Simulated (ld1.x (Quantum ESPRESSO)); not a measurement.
How hard is this B PAW potential?

boron (B), PAW, made with ld1.x (Quantum ESPRESSO) 7.5 (PBE, scalar-relativistic). Core [He], reference 2s1 2p2. Waves: 2s (bound): rcut 1.15, rcutus 1.35 bohr; 2s channel at 0.6 Ry: rcut 1.15, rcutus 1.35 bohr; 2p (bound): rcut 2.50, rcutus 3.40 bohr; 2p channel at 1.35 Ry: rcut 2.50, rcutus 3.40 bohr; 3d channel at 0.2 Ry: rcut 3.60, rcutus 3.90 bohr; 3d channel at 1.05 Ry: rcut 3.60, rcutus 3.90 bohr. Local part: all-electron potential smoothed inside 1.90 bohr (lloc = -2). Core correction: a·sin(br)/r model core inside 1.30 bohr. Augmentation charge: PSQ, inside the norm-conserving radii.

The pseudo-atom Hamiltonian at the reference potential is diagonalised in spherical Bessel functions j_l(qr) that vanish at 20 bohr, with q² up to the cutoff. All-electron valence levels (Ry): 2s -0.7292, 2p -0.2983.

Q: How do the lowest levels (Ry) of each channel move with the cutoff, and are there ghosts?

A:

```csv
cutoff (Ry),s #1,s #2,p #1,p #2,d #1,f #1,Σ f·Δε (mRy)
8,-0.7180,-0.0183,-0.2982,0.0250,0.0639,0.1121,11.3
10,-0.7215,-0.0186,-0.2982,0.0249,0.0639,0.1121,7.9
12,-0.7246,-0.0188,-0.2983,0.0249,0.0639,0.1121,4.6
18,-0.7286,-0.0191,-0.2983,0.0249,0.0639,0.1121,0.6
21,-0.7290,-0.0191,-0.2983,0.0249,0.0639,0.1121,0.2
25,-0.7291,-0.0191,-0.2983,0.0249,0.0639,0.1121,0.1
400,-0.7292,-0.0191,-0.2983,0.0249,0.0639,0.1121,0.0
```

Result: no extra level below or beside the all-electron valence levels (s, p, d, f tested); 10 mRy is reached at 10 Ry and 1 mRy at 18 Ry.
